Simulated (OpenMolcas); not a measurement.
Ag VII.

```yaml
Program: OpenMolcas
Basis: ANO-RCC-VQZP [8s7p5d3f2g1h]
Scalar_Hamiltonian: DKH2, point nucleus
Active_space: 11 electrons in 8 orbitals (RAS1 4p, at most 2 holes; RAS2 4d)
State_averaging: 2S+1 = 6 even, 1 root; 2S+1 = 4 even, 24 roots; 2S+1 = 2 even, 67 roots
Spin-orbit_coupling: state interaction with AMFI integrals over the reference wave functions, term energies averaged over their components
```

Two sets of levels on these reference wave functions, in cm⁻¹ above 4d⁵ ⁶S_5/2: one from RASSCF and one from MS-RASPT2, IPEA 0.25 Eh, imaginary shift 0.1 Eh (closed shells correlated: 4s).

```tsv
Level	Set 1	Set 2
4d⁵ ⁶S_5/2	0.0	0.0
4d⁵ ⁴G_5/2 [58 %]	31170	35160
4d⁵ ⁴G_7/2	32000	36370
4d⁵ ⁴G_11/2	32240	36670
4d⁵ ⁴G_9/2	32450	36880
4d⁵ ⁴P_3/2 [56 %]	35040	37250
4d⁵ ⁴P_1/2 [70 %]	36590	38350
4d⁵ ⁴D_7/2	38560	42870
4d⁵ ⁴D_1/2 [71 %]	40580	44360
4d⁵ ⁴D_5/2 [56 %]	41250	44650
4d⁵ ⁴D_3/2 [55 %]	41630	44940
4d⁵ ²I_11/2	46310	52980
4d⁵ ²D_3/2(1) [53 %]	50770	54220
4d⁵ ²I_13/2	47710	54630
4d⁵ ⁴F_9/2 [64 %]	51890	56880
4d⁵ ⁴F_5/2	53650	58070
```

Problem. Which set is which?

Solution. Set 1 is MS-RASPT2. Its levels of the other terms of 4d⁵ lie at 0.87 to 0.95 of the other set's values, as expected, since terms of lower spin or lower L gain more correlation energy than the Hund ground term. Against 14 measured levels (the list in Gamrath, thesis, University of Mons (2023)) the mean absolute deviation is 2000 cm-1 with it and 6200 cm-1 without; single levels miss by up to 2800 cm-1 with it.

CASPT2 breaks the degeneracy within a term, and the mean is taken; among the terms shown or strongly mixed into the levels shown the widest spread is 820 cm-1 (4d⁵ ²I, MS-RASPT2). Active for correlation alone: 4p; no level in the range computed is led by a configuration that opens it, so any true level of that kind is missing. Without dynamic correlation excited terms often stand tens of per cent too high (terms of higher spin than the ground term too low), and those without a measured partner can miss by more than the paired ones (holds for RASSCF). Some levels mix across a computed gap that differs much from the measured one, so their mixing is not that of the real levels (holds for RASSCF). The CASPT2 spread within a term exceeds the gap to the next term for 4d⁵ ²G(1) and 4d⁵ ²H, so the order of their levels is uncertain, and so are names and mixing where such terms share a J (holds for MS-RASPT2). Measured partners are found by configuration, term and J. A level has none where our copy of the source lacks it or the pairing is in doubt (some pairs that miss far off the trend of their configuration count as doubtful), and it then counts in no deviation. Only configurations of the active space appear. Levels that lie high or do not pair safely by name in every column are left out.

A share in square brackets marks a mixed level and gives the weight of the term that names it, the lowest over the columns. A number in round brackets counts repeated terms of one configuration in the order of the reference energies.
